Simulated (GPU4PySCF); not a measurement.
C12H10O2S, SMILES S(=O)(c1ccccc1)(=O)c1ccccc1.

Geometry optimised at PBE0-D3(BJ)/def2-TZVP. The values are those of a single conformer.

Two levels are set side by side: PBE/def2-TZVPD (GPU4PySCF) and CAM-B3LYP/def2-TZVPD (GPU4PySCF). Same geometry, gas phase. Differences are taken from unrounded values.

| quantity | CAM-B3LYP |
|---|---|
| orbital gap (eV) | 8.17 |
| highest occupied level (eV) | -8.81 |
| lowest empty level (eV) | -0.64 |
| dipole moment (D) | 5.36 |
| mean polarisability (bohr³) | 159.9 |

**Question.** What does PBE give, and how far is it from CAM-B3LYP? (The exact figures need the calculation; the answer reports its results.)

**Answer.** 
```tsv
quantity	PBE	PBE minus CAM-B3LYP
orbital gap (eV)	4.10	-4.07
highest occupied level (eV)	-6.59	2.22
lowest empty level (eV)	-2.49	-1.85
dipole moment (D)	5.01	-0.35
mean polarisability (bohr³)	167.3	7.4
```

PBE's occupied levels lie high since its potential decays too fast outside the molecule; exact exchange lowers them and widens the gap. Loosely held outer electrons make PBE densities more polarisable. Differences between two approximate levels are no errors against the true value.
